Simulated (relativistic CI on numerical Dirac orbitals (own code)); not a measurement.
**Sensitivity of the levels of Pt XL to α and to the nuclear radius**

Computed by Dirac-Coulomb-Breit CI, KLI orbitals optimised for each configuration, derivatives by finite differences, unscaled Slater integrals, QED left out (own radial code, finite nucleus).

Configurations in the expansion (outside the closed core [Ar] 3d10): 4s²4p⁶4d³, 4s²4p⁶4d²4f, 4s²4p⁵4d⁴, 4s²4p⁶4d4f², 4s4p⁶4d⁴, 4p⁶4d⁵, 4s²4p⁶4d²5s, 4s²4p⁶4d4f5s. Levels of other configurations are missing.

With x = (α/α₀)² − 1 an excitation energy changes as ω = ω₀ + qx; K = 2q/ω₀ is the relative enhancement. Terms are leading LS components, so labels can repeat. The field-shift factor is F = δν/δ⟨r²⟩ for the transition from the lowest level.

Lowest level 4s²4p⁶4d³ ⁴F3/2.

```tsv
Level	ω₀ (cm⁻¹)	q (cm⁻¹)	K	F (GHz/fm²)
4s²4p⁶4d³ ⁴F5/2	167222	197700	2.36	6.73
4s²4p⁶4d³ ⁴P3/2	188038	193400	2.06	6.25
4s²4p⁶4d³ ²G7/2	204198	202400	1.98	6.9
4s²4p⁶4d³ ⁴P1/2	206174	195900	1.9	5.99
4s²4p⁶4d³ ²H9/2	207790	195900	1.89	7.21
4s²4p⁶4d³ ²D5/2	281513	212600	1.51	6.84
4s²4p⁶4d³ ⁴F7/2	366882	391200	2.13	13.3
4s²4p⁶4d³ ⁴F9/2	384385	396500	2.06	13.9
4s²4p⁶4d³ ⁴P3/2	396249	395000	1.99	12.5
4s²4p⁶4d³ ²P1/2	407004	396000	1.95	12.8
4s²4p⁶4d³ ²D5/2	413789	384800	1.86	11.7
4s²4p⁶4d³ ²H11/2	420797	394200	1.87	14.5
4s²4p⁶4d³ ²D5/2	441646	401900	1.82	12.5
4s²4p⁶4d³ ²F7/2	447905	392300	1.75	12.9
4s²4p⁶4d³ ²D3/2	508586	408700	1.61	14.1
4s²4p⁶4d³ ²G9/2	581038	593000	2.04	20.1
4s²4p⁶4d³ ²D3/2	625832	584700	1.87	18.7
4s²4p⁶4d³ ²D5/2	660479	586500	1.78	19.9
4s²4p⁵4d⁴ ⁴P°3/2	1392974	77810	0.112	16.1
4s²4p⁵4d⁴ ⁶D°5/2	1528733	276600	0.362	22.5
4s²4p⁵4d⁴ ⁴P°1/2	1561183	278500	0.357	20.8
4s²4p⁵4d⁴ ⁶D°7/2	1562766	288400	0.369	23.1
4s²4p⁵4d⁴ ⁴F°9/2	1569850	278400	0.355	23.3
```

At this charge energies of transitions that change n are usually good to better than 1 %, and those within a shell (Δn = 0) to a few per cent. Terms inside the open d or f shell come out 10 to 20 % too wide with unscaled integrals.
